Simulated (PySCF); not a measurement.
A small calculation by hand: oscillator strength and radiative lifetime

CH8N2Si3, SMILES N[Si@@H]1N=C([SiH3])[SiH2]1.

Geometry: B3LYP-D3(BJ)/def2-SVP. The structure was generated by enumeration; whether it is a known compound was not checked. Other conformers were not sampled.

TDDFT-M06-2X/def2-SVPD run with PySCF puts the first singlet state with f over 0.02 at 6.28 eV (vertical), with the transition dipole (0.132, -0.465, 0.237) in atomic units.

Question: Find the oscillator strength, the wavelength and the radiative lifetime that this transition would have in vacuum if emission retraced absorption.

Answer: 
|μ|² = 0.2898 au, so |μ| = 1.37 D. ΔE = 6.28/27.211 = 0.2308 hartree. f = (2/3) ΔE |μ|² = 0.045 (the program prints 0.045).
λ = 1239.84/6.28 = 197 nm; ν = 50652 cm⁻¹.
Einstein's coefficient A = 0.6670 ν² f s⁻¹ (ν in cm⁻¹) = 7.6e7 s⁻¹, so τ = 1/A = 13 ns. This state is S7; the lower singlets have f = 0.000, 0.001, 0.011, 0.009, 0.003, 0.014. The figure is the radiative limit of this one transition; relaxation, internal conversion, crossing to triplets and a medium change what is measured.
